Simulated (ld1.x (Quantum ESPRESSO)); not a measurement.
**Cl, TM: configuration errors across variants**

```
Element                 : Cl
Generator               : ld1.x (Quantum ESPRESSO) 7.5
Type                    : norm-conserving Troullier–Martins (Kleinman–Bylander form)
Functional              : PBEsol
Relativity              : scalar-relativistic
Frozen core             : [Ne]
Valence charge          : 7
Reference configuration : 3s1.5 3p5.5
Partial waves           : 3s (bound): rc 0.90 bohr; 3p (bound): rc 1.50 bohr; 3d channel at 0.25 Ry: rc 1.40 bohr
Local potential         : all-electron potential smoothed inside 1.20 bohr (lloc = -1)
Core correction         : none
```

All-electron excitation energies from the reference (eV): (1) 3s2 3p5 -6.043; (2) 3s2 3p4 7.793; (3) 3s2 3p3 33.191; (4) 3s2 3p1 123.640; (5) 3s2 3p4.5 -0.479; (6) 3s1 3p6 6.071; (7) 3s2 3p2 71.445.

Errors AE − PS in meV (a dash: test not solved or not reliable):

| change | (1) | (2) | (3) | (4) | (5) | (6) | (7) | bound ghosts |
| --- | --- | --- | --- | --- | --- | --- | --- | --- |
| base | +5.7 | +16 | +63 | +497 | +8.0 | +7.9 | +197 | none |
| core correction a·sin(br)/r model core inside 0.42 bohr | -2.1 | -0.7 | +28 | +314 | -3.1 | -2.1 | +117 | none |
| core correction a·sin(br)/r model core inside 0.62 bohr | -1.8 | -0.1 | +29 | +319 | -2.7 | -1.7 | +119 | none |
| core correction a·sin(br)/r model core inside 0.72 bohr | -1.5 | +0.6 | +30 | +326 | -2.3 | -1.4 | +123 | none |
| core correction a·sin(br)/r model core inside 0.92 bohr | -0.3 | +3.3 | +36 | +334 | -0.4 | 0.0 | +130 | none |

(1) Give the same row for: core correction a·sin(br)/r model core inside 1.02 bohr.

## Answers

(1) +0.6, +6.0, +41, +354, +1.2, +1.0, +141; bound ghosts: none.
